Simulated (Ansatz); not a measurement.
## How methods differ on InI (SMILES [In][I])

The species is InI (2 atoms), meant as a singlet with charge 0. As SMILES, `[In][I]`. Geometry: a GFN2-xTB relaxation, a rough one for these elements and not checked as a minimum.

```
atom   x (Å)   y (Å)   z (Å)
  In  0.0000  0.0000  0.0000
   I  0.0000  0.0000  2.7892
```

Quantity: the energy change with the In1–I2 bond stretched from 2.789 to 3.487 Å, in eV. The values are calculated.

| level | kind | program | value (eV) | less FCI/STO-3G |
| --- | --- | --- | --- | --- |
| SVWN5/STO-3G (restricted) | LDA | Ansatz | 1.76 | +0.13 |
| BLYP/STO-3G (restricted) | GGA | Ansatz | 1.52 | -0.11 |
| B3LYP/STO-3G (restricted) | global hybrid | Ansatz | 1.60 | -0.03 |
| r2SCAN0/STO-3G (restricted) | hybrid meta-GGA | Ansatz | 1.72 | +0.09 |
| HSE06/STO-3G (restricted) | range-separated hybrid | Ansatz | 1.67 | +0.04 |
| B2PLYP/STO-3G (restricted) | double hybrid | Ansatz | 1.64 | +0.01 |
| RPA@PBE/STO-3G (restricted) | RPA | Ansatz | 1.45 | -0.18 |
| MP2/STO-3G (restricted) | perturbation theory | Ansatz | 1.68 | +0.05 |
| BCCD(T)/STO-3G (restricted) | coupled cluster or CI | Ansatz | 1.63 | 0.00 |
| FCI/STO-3G | exact in the basis | Ansatz | 1.63 | 0.00 |

FCI/STO-3G is exact within its basis and frozen core, so for wave-function methods in that basis the difference is their error; functionals converge differently with the basis, so for them it is only a difference. All-electron rows without a relativistic Hamiltonian named are non-relativistic. The first shape isn't each level's own minimum. The values span 1.45 to 1.76 eV. All rows use very small basis sets, so none should be taken for the real molecule's value. In the correlated wave-function rows the outer d shell of I, In is correlated, in sets not made for it.
